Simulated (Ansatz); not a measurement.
C2H9NS2Si, singlet, geometry from GFN2-xTB, with bond 11-5 at 1.8 times its length; Ansatz (a first-principles code) with CASSCF(6,6)/STO-3G.

The Ansatz input:
Ansatz 0.2 input:
```yaml
crystal:
  periodic: [false, false, false]
  atoms:
    - {symbol: Si, position_ang: [0.40423253, -0.46502590, 0.03036471]}
    - {symbol: S, position_ang: [1.32095902, 0.57200236, -1.61849825]}
    - {symbol: S, position_ang: [1.01391101, 0.34813558, 1.92924845]}
    - {symbol: N, position_ang: [-1.27548243, -0.22475286, -0.15403049]}
    - {symbol: C, position_ang: [-1.90737687, -0.23554229, -1.45297023]}
    - {symbol: C, position_ang: [-2.19854185, -0.53687231, 0.91385487]}
    - {symbol: H, position_ang: [0.93910105, -1.82277774, 0.06679319]}
    - {symbol: H, position_ang: [2.49261865, 0.75517389, -1.03237392]}
    - {symbol: H, position_ang: [0.66629747, 1.60174399, 1.67879253]}
    - {symbol: H, position_ang: [-2.74252435, 0.46798363, -1.45745734]}
    - {symbol: H, position_ang: [-0.62258214, 0.30459750, -2.82466901]}
    - {symbol: H, position_ang: [-2.28968977, -1.23055167, -1.70254334]}
    - {symbol: H, position_ang: [-3.02115710, 0.18157970, 0.90672893]}
    - {symbol: H, position_ang: [-2.61588105, -1.54220408, 0.79902160]}
    - {symbol: H, position_ang: [-1.68844920, -0.47956972, 1.87186005]}
basis:
  gaussian:
    orbitals: STO-3G
hamiltonian:
  xc: hf
magnetization: {spin_polarized: false}
correlation: {active_space: {window: {electrons: 6, orbitals: 6}}}
```

It wrote (shortened):

```
Functional definition: HF
630 factors; integrals over basis functions are off by at most 3.7e-5 eV
mean field evaluation 1: about -32802.2567 eV, gradient 2.6e1 eV
mean field evaluation 2: about -32802.5017 eV, gradient 2.6e1 eV
mean field evaluation 4: about -32805.6164 eV, gradient 2.3e0 eV
mean field evaluation 8: about -32805.6400 eV, gradient 3.2e-2 eV
mean field -32805.63996802 eV, -1205.5850323632 hartree, gradient 1.8e-6 eV, S^2 0.000000; 0 other end points of the search recorded, 0 dependent functions left out
reference -32805.63996802 eV, -1205.5850323632 hartree; 37, 37 occupied and 14, 14 virtual orbitals, 630 factors
state -32808.90138750 eV, -1205.7048873185 hartree
2 active orbitals were swapped for others, from the solution at -32808.74325215 eV, -1205.6990759516 hartree to that at -32808.90138750 eV, -1205.7048873185 hartree; typed "places" are swapped only where nearly empty or full, and so, without "given_window_search", are "orbital_numbers", "shells" and a window whose orbitals a file names under [Active]
Total energy: -32808.90138750 eV, -1205.7048873185 hartree
```
